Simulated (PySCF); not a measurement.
Correlation energy of N⁺ (nitrogen, charge +1)

[He] 2s2 2p2, high-spin 3P determinant. Calculation: PySCF 2.14, in aug-cc-pVDZ; no relativity, point nucleus. Frozen: 1s2; 4 electrons correlated.

MP2 pair energies summed by pair of shells (mhartree):

```json
{"pair": "2s-2p", "energy": "-32.26", "share (%)": "58.8"}
{"pair": "2s-2s", "energy": "-17.32", "share (%)": "31.6"}
{"pair": "2p-2p", "energy": "-5.27", "share (%)": "9.6"}
```

Total MP2 correlation energy: -54.84 mhartree.

Same-spin part -8.78 and opposite-spin part -46.06 mhartree; SCS-MP2 scales them by 1/3 and 6/5 to -58.20 mhartree.

```csv
level,correlation energy (mhartree)
CCSD,-77.24
(T),-0.87
CCSD(T),-78.11
```

Diagnostics: T1 = 0.0063, D1 = 0.0123, largest double amplitude 0.121.

Problem. Is a single reference adequate?

Solution. Mostly. T1 lies below 0.03, but a double amplitude of this size points to a near-degeneracy that CCSD handles and MP2 describes poorly.
